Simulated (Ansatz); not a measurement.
Ansatz results at the PBE0-D4/def2-TZVP geometry: zero-point energy (PBE0-D4/def2-TZVP) 52.7 kJ/mol; ideal-gas entropy at 298 K and 1 bar (rigid rotor, harmonic PBE0-D4/def2-TZVP) 230 J/(mol·K); size of the dipole moment (B3LYP/def2-TZVPP) 0.08 D.

Q: Which molecule gave them?
A. `[GeH3]`•
B. `[CH3][Ga][OH]`•
C. `[F][Sn]([Cl])[SeH]`•
D. `C[SiH]([O])F`•

A: A. The others give `[F][Sn]([Cl])[SeH]`•: 27.7, 381, 2.82; `[CH3][Ga][OH]`•: 125.6, 318, 2.15; `C[SiH]([O])F`•: 132.0, 317, 2.43.

B3LYP here is the variant with VWN-RPA as its local correlation; programs differ in this.
